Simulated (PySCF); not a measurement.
Se(H)(iPr) (C₃H₈Se), SMILES CC([SeH])C. Geometry optimised at PBE-D3(BJ)/def2-SVP. Other conformers were not sampled.

Method: PBE-D3(BJ)/def2-SVP run with PySCF.

Harmonic wavenumbers (cm⁻¹): 168, 240, 252, 259, 287, 388, 539, 743, 883, 900, 932, 1008, 1118, 1132, 1190, 1294, 1338, 1348, 1405, 1406, 1418, 1428, 2350, 2956, 2965, 3009, 3044, 3051, 3066, 3070. Rotational constants (GHz): 7.712, 2.796, 2.205; symmetry number 1.

Question: Work out the zero-point energy and the ideal-gas rigid-rotor harmonic-oscillator thermochemistry at 298.15 K and 1 atm.

Answer: ZPE = ½ Σ hcν = ½ × 43185 cm⁻¹ = 61.74 kcal/mol. H − E(el) = 66.26 kcal/mol. Entropy in cal/(mol K): translation 40.34, rotation 26.32, vibration 11.78, total 78.43. G − E(el) = 42.88 kcal/mol. Cp = 23.62 cal/(mol K).
